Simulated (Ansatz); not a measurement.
Relaxation of Zr2Se4 with RKS PBE-D4/def2-SVP.

```sh
$ ansatz run in.yaml --threads 4 --pin off --events-out ev --progress --plain --max-ram 8704MiB
```

```yaml
crystal:
  periodic: [false, false, false]
  atoms:
    - {symbol: Zr, position_ang: [0.751730, -1.455340, -0.692790]}
    - {symbol: Zr, position_ang: [-0.658790, 1.388150, 0.609250]}
    - {symbol: Se, position_ang: [2.325690, -0.354700, -2.159200]}
    - {symbol: Se, position_ang: [-2.346750, 0.657920, 2.174280]}
    - {symbol: Se, position_ang: [1.299000, -0.115000, 1.472260]}
    - {symbol: Se, position_ang: [-1.370880, -0.121030, -1.403790]}
basis:
  gaussian: {orbitals: def2-SVP}
hamiltonian: {xc: pbe, dispersion: d4}
scf: {lower_state_search: "off"}
output: {orbitals: {seedname: orbitals}}
relax: {f_tol: 0.02, max_steps: 100}
```

Run time 26 s (4 threads of Arm Neoverse V2 on a shared host).

Positions (Å) and forces (eV/Å) at steps 1, 2, 3, 4, 7 of 7:

```xyz
6
step=1 energy=-263896.6682 eV
Zr    0.752   -1.455   -0.693    0.791    1.740   -0.752
Zr   -0.659    1.388    0.609   -0.900   -1.683    0.831
Se    2.326   -0.355   -2.159   -0.542   -0.928    0.509
Se   -2.347    0.658    2.174    0.677    0.862   -0.625
Se    1.299   -0.115    1.472   -0.708    0.004   -0.727
Se   -1.371   -0.121   -1.404    0.682    0.004    0.764
6
step=2 energy=-263896.9579 eV
Zr    0.826   -1.295   -0.763   -0.255   -1.365    0.248
Zr   -0.736    1.225    0.681    0.311    1.246   -0.286
Se    2.380   -0.445   -2.209    1.136    0.464   -1.055
Se   -2.381    0.772    2.206   -1.128   -0.115    1.047
Se    1.220   -0.125    1.405    0.580   -0.114    0.681
Se   -1.309   -0.131   -1.320   -0.643   -0.116   -0.635
6
step=3 energy=-263897.1818 eV
Zr    0.920   -1.350   -0.850   -0.355    0.221    0.330
Zr   -0.829    1.280    0.767    0.321   -0.302   -0.296
Se    2.513   -0.498   -2.332    0.260    0.050   -0.241
Se   -2.512    0.851    2.328   -0.269    0.021    0.250
Se    1.191   -0.138    1.376    0.177    0.005    0.147
Se   -1.283   -0.144   -1.289   -0.135    0.004   -0.189
6
step=4 energy=-263897.2261 eV
Zr    0.906   -1.262   -0.838    0.086   -0.187   -0.079
Zr   -0.853    1.203    0.788   -0.079    0.194    0.074
Se    2.559   -0.589   -2.374    0.011    0.022   -0.010
Se   -2.558    0.844    2.372   -0.012   -0.023    0.011
Se    1.243   -0.095    1.395    0.113   -0.003    0.126
Se   -1.298   -0.101   -1.344   -0.117   -0.003   -0.122
6
step=7 energy=-263897.2304 eV
Zr    0.895   -1.260   -0.827   -0.015    0.007    0.014
Zr   -0.870    1.233    0.805    0.019   -0.006   -0.017
Se    2.562   -0.657   -2.376    0.006    0.002   -0.005
Se   -2.562    0.772    2.376   -0.009   -0.006    0.008
Se    1.264   -0.040    1.386   -0.012    0.001   -0.013
Se   -1.288   -0.047   -1.364    0.012    0.001    0.013
```

In the def2 sets Zr takes a core potential; there is no spin–orbit coupling. Another isomer (singlet) lies 0.26 eV lower at PBE0-D4/def2-TZVP; other spin states weren't run for this one.
